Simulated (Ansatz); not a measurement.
`CSS[SiH2]O` from Hartree–Fock to CCSD(T)

```xyz
11

C     0.841    1.407   -1.305
S    -0.114   -0.101   -1.538
S     0.892   -1.448   -0.340
Si   -0.346   -1.058    1.365
O    -1.919   -1.432    1.106
H     1.866    1.265   -1.645
H     0.356    2.170   -1.918
H     0.827    1.719   -0.261
H     0.124   -1.932    2.464
H    -0.190    0.382    1.697
H    -2.339   -0.972    0.376
```

Charge 0, multiplicity 1. The geometry is a stationary point of PBE0-D4/def2-TZVP. It is one conformer, not always the lowest. Frozen core, restricted reference, Ansatz 0.2.0. CBS rows extrapolate triple and quadruple zeta; past MP2 they add the triple-zeta difference.

```tsv
basis	HF (Eh)	MP2 corr.
def2-SVP	-1199.84912	-0.68795
def2-TZVPP	-1200.38418	-0.89306
def2-QZVPP	-1200.42178	-0.96679
```

(1) Estimate the CCSD correlation energy and the (T) correction in each basis where they were run (hartree).

Results:

(1) 
```
     basis  CCSD corr.       (T)
  def2-SVP    -0.74799  -0.02103
def2-TZVPP    -0.94821  -0.04105
 CBS(def2)    -1.07656     as TZ
```
